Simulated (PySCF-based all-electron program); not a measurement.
**Forces on KH₂N, singlet in several shapes**

Calculated with an in-house all-electron program built on PySCF, in large uncontracted Gaussian sets near the basis limit; the spin-free Dirac equation, no spin–orbit coupling, spin-restricted. Forces are good to about 0.006 eV/Å. Atoms are numbered as listed.

Shape A:

```csv
atom,x (Å),y (Å),z (Å)
K,0.0000,0.0000,0.0000
N,0.0000,0.0000,2.3940
H,0.0000,0.8049,3.0319
H,0.0000,-0.8049,3.0319
```

PBE forces:

```csv
atom,Fx,Fy,Fz (eV/Å)
K1,0.000,0.000,0.187
N2,0.000,0.000,-0.127
H3,0.000,-0.045,-0.030
H4,0.000,0.045,-0.030
```

Shape B:

```xyz
4

K     0.0000    0.0000    0.0000
N     0.0000    0.0000    2.1546
H     0.0000    0.8049    2.7925
H     0.0000   -0.8049    2.7925
```

Against shape A, K1–N2 goes from 2.394 to 2.155 Å.

Problem. What forces does PBE give in shape B?

Solution. 

| atom | Fx | Fy | Fz (eV/Å) |
| --- | --- | --- | --- |
| K1 | 0.000 | 0.000 | -1.985 |
| N2 | 0.000 | 0.000 | 1.804 |
| H3 | 0.000 | -0.054 | 0.091 |
| H4 | 0.000 | 0.054 | 0.091 |

Shape C:

```
atom   x (Å)    y (Å)   z (Å)
   K  0.0000   0.0000  0.0000
   N  0.0000   0.0000  1.9152
   H  0.0000   0.8049  2.5531
   H  0.0000  -0.8049  2.5531
```

Against shape A, K1–N2 goes from 2.394 to 1.915 Å.

Problem. What forces does PBE give in shape C?

Solution. 

| atom | Fx | Fy | Fz (eV/Å) |
| --- | --- | --- | --- |
| K1 | 0.000 | 0.000 | -6.804 |
| N2 | 0.000 | 0.000 | 6.269 |
| H3 | 0.000 | -0.010 | 0.268 |
| H4 | 0.000 | 0.010 | 0.267 |
